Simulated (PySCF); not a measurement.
Molecule: SMILES COCSC(F)(F)F, C$_{3}$H$_{5}$F$_{3}$OS.

Geometry (Å), atoms numbered from 1 in this order:
```xyz
13

C     1.9366    0.3070    0.3800
O     0.8972    0.5888   -0.5365
C     0.2127   -0.5019   -0.9817
S    -0.9028   -1.2577    0.3098
C    -2.0607    0.1382    0.4772
F    -3.1052   -0.2199    1.2159
F    -1.5001    1.1961    1.0605
F    -2.5240    0.5431   -0.7078
H     1.5412   -0.1634    1.2856
H     2.6841   -0.3531   -0.0723
H     2.3877    1.2634    0.6311
H    -0.4256   -0.1964   -1.8108
H     0.8545   -1.3436   -1.2688
```

Frames of a GFN2-xTB Langevin trajectory at 200 K; GIAO PBE0/pcSseg-1 shieldings in PySCF 2.14.0 with density-fitted response routines, gas phase, non-relativistic; equivalent atoms averaged within each frame.

Referencing at the same level of theory: $^{13}$C (σref 186.93) and $^{1}$H (σref 31.72) vs TMS; H2O for $^{17}$O (σref 336.08); $^{33}$S (σref 503.73) against CS2; $^{19}$F (σref 170.95) vs CFCl3. The references are static minima.

Q: How do the shifts (ppm) fluctuate along the trajectory?

A: 
```
         time (fs)     C5    C3    C1    O2   S4  F6/F7/F8  H12/H13  H9/H10/H11
               250  140.9  83.4  60.8  44.8  112     -55.5     5.53        4.45
               425  146.7  81.0  65.9  53.9  171     -43.4     5.16        3.72
               625  149.7  86.5  60.8  55.6  161     -38.2     5.37        3.79
               800  149.6  83.5  63.7  55.2  203     -43.0     5.46        3.76
              1000  147.8  84.6  61.2  59.3  183     -44.6     5.63        4.23
    mean of frames  147.0  83.8  62.5  53.8  166     -45.0     5.43        3.99
standard deviation    3.6   2.0   2.3   5.4   34       6.4     0.18        0.33
```

5 frames give an uncertainty of the mean of about the standard deviation over 2.2 at best, since frames this close in time may not be independent; classical motion lacks zero-point vibration, and the reference would need the same averaging.
